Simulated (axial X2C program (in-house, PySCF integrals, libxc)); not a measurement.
**Potential curves of MnC⁻, 2c**

All values were computed with an in-house relativistic program for diatomic molecules. Two-component (2c) means X2C with spin–orbit coupling and atomic mean-field two-electron Coulomb and Gaunt terms. Basis: Mn dyall-acv3z [10s11p7d4f2g], C dyall-av3z [8s7p3d2f] (cores contracted in-house); Gaussian nuclei, density fitting, unrestricted open shells. Masses: Mn 54.938 u, C 12.000 u.

State: Ω = 1 (⟨Sz⟩ = 1.00, ⟨Lz⟩ = 0.00 at PBE0). Energies in eV from the lowest point of each curve. Fits are polynomials in 1 − R0/R over 0.85 to 1.23 times the lowest point R0.

```csv
R (Å),PBE0
1.5688,0.2153
1.6377,0.0773
1.6756,0.0342
1.7527,0.0000
1.8104,0.0113
1.8682,0.0470
1.9260,0.1019
1.9934,0.1843
2.0608,0.2811
2.1475,0.4188
```

The state is a single determinant with fixed occupations, the lowest that a limited PBE0 search found. Density functionals use the spin component along the axis (collinear). With several unpaired electrons one determinant need not be a pure state. Open-shell Ω = 0 determinants with evenly filled partner blocks cannot be reached by this program, so the Ω shown need not be the lowest component. The highest occupied level of some functionals is positive through self-interaction error; at Hartree–Fock it is bound. The determinant is spin-polarised beyond a pure state at some levels (its spin-free form has ⟨S²⟩ too high), which makes Re and μ there less reliable. The lowest spin-free determinant has another configuration (M_S = 2, Λ = 1), so the order of states is uncertain and this need not be the ground state.

Fit the PBE0 curve near its minimum: give the equilibrium distance and the harmonic wavenumber.

At PBE0, 2c: Re = 1.758 Å, ωe ≈ 498 cm⁻¹; Be follows as 0.554 cm⁻¹.
